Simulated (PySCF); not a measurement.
# C₆ coefficients of unlike pairs at UHF

Calculated with PySCF 2.14 from the dipole response of each species, C₆(A,B) = (3/π) ∫ α_A(iu) α_B(iu) du, in atomic units, from isotropic polarisabilities. For ions this is the dispersion term alone; charge-induced terms of lower order in 1/R come first.

```json
{"species": "Ti²⁺", "configuration": "[Ar] 3d2 (3F)", "basis": "aug-cc-pVTZ (8s7p5d3f2g)", "relativity": "none", "α (bohr³)": "4.232", "C₆ (like pair)": "12.81"}
{"species": "Ag", "configuration": "[Kr] 4d10 5s1 (2S)", "basis": "def2-QZVPPD with the def2 core potential (28 electrons) (7s5p4d4f2g)", "relativity": "core potential", "α (bohr³)": "82.34", "C₆ (like pair)": "683.9"}
{"species": "P", "configuration": "[Ne] 3s2 3p3 (4S)", "basis": "aug-cc-pVDZ-DK (5s4p2d)", "relativity": "spin-free X2C", "α (bohr³)": "24.61", "C₆ (like pair)": "184.4"}
{"species": "Ge", "configuration": "[Ar] 3d10 4s2 4p2 (3P)", "basis": "aug-cc-pVQZ-DK (8s7p5d3f2g)", "relativity": "spin-free X2C", "α (bohr³)": "41.28", "C₆ (like pair)": "361.6"}
```

**Question.** Estimate C₆ for Ge with Ag.

**Answer.** The integral gives 476.2. The combination rule 2 C_A C_B / (C_A α_B/α_A + C_B α_A/α_B) gives 464.8 and the geometric mean 497.3.

No spin-orbit coupling is included.

The other pairs:

```
    pair     C₆
Ge, Ti²⁺  57.48
   P, Ag  324.3
   Ge, P  255.2
Ag, Ti²⁺  71.22
 P, Ti²⁺  43.46
```
